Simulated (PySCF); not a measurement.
Compound: C₇H₈O.
Structure used (GFN2-xTB), in Å, numbered top down from 1:
```
atom  x, y, z in Å
C1    -2.2533    1.4430   -0.6220
C2    -0.9604    1.2267   -0.4156
C3    -0.4010    0.0469    0.2381
C4    -1.3190   -1.0281    0.7525
C5     0.8940   -0.0546    0.3789
C6     2.1937   -0.1592    0.4633
C7     2.9962   -0.7864   -0.5873
O8     4.1963   -0.8831   -0.5679
H9    -2.5950    2.3382   -1.1124
H10   -3.0159    0.7480   -0.3159
H11   -0.2288    1.9534   -0.7432
H12   -0.7465   -1.8296    1.2115
H13   -1.9047   -1.4375   -0.0686
H14   -2.0009   -0.6132    1.4928
H15    2.7402    0.2212    1.3178
H16    2.3975   -1.1768   -1.4333
```

The calculation used PySCF, TDDFT PBE0/def2-SVPD, vertical, gas phase, core orbitals frozen in the response.

Each state is given a Gaussian of 0.5 eV full width at half maximum, with ε(max) = 2.175×10⁸ f / Δν̃ (Δν̃ the width in cm⁻¹). The width is an assumption, not a result. The curve ends short of the highest state used, and states not computed would add to its high-energy end.

```tsv
E (eV)	ε (L mol⁻¹ cm⁻¹)
2.98	0
3.07	0
3.15	0
3.24	1
3.32	3
3.41	5
3.50	9
3.58	13
3.67	16
3.76	16
3.84	14
3.93	11
4.01	7
4.10	5
4.19	4
4.27	4
4.36	5
4.45	7
4.53	12
4.62	36
4.71	126
4.79	345
4.88	920
4.96	1898
5.05	3621
5.14	5800
5.22	7673
5.31	9237
5.40	10445
5.48	12357
5.57	17424
5.65	25635
5.74	38078
5.83	49940
5.91	55757
6.00	54266
```

Problem. Locate the maxima and give the states behind the curve.

Solution. 332 nm (3.73 eV), ε about 16, made up of S1 (100%); 209 nm (5.94 eV), ε about 56000, made up of S5 (97%) (ε in L mol⁻¹ cm⁻¹; maxima over ε = 5, shares over 10%). The states used: S1 3.73 eV (f 0.0003); S2 4.44 eV (f 0.0001); S3 5.33 eV (f 0.157); S4 5.68 eV (f 0.0009); S5 5.93 eV (f 1.016); S6 6.36 eV (f 0.171); S7 6.56 eV (f 0.020); S8 6.60 eV (f 0.0004).

Problem. On this curve, what absorbance would a 10⁻⁵ mol/L sample give at 254 nm over a 1 cm path?

Solution. 254 nm is 4.881 eV, where ε is about 930 L mol⁻¹ cm⁻¹, so A = ε c l ≈ 0.0093 (Beer–Lambert, with the gas-phase spectrum and the assumed width).

Problem. Coming from long wavelengths, where does ε first pass 100 L mol⁻¹ cm⁻¹?

Solution. At about 264 nm (4.69 eV), 0.96 eV above S1.

Problem. What would ε be at 5.94 eV, the highest of these maxima, with half the width (0.25 eV)?

Solution. About 109000 L mol⁻¹ cm⁻¹ against 56200, a factor of about 1.9; a lone state at its own centre would give exactly 2.

One conformer stands for the species.
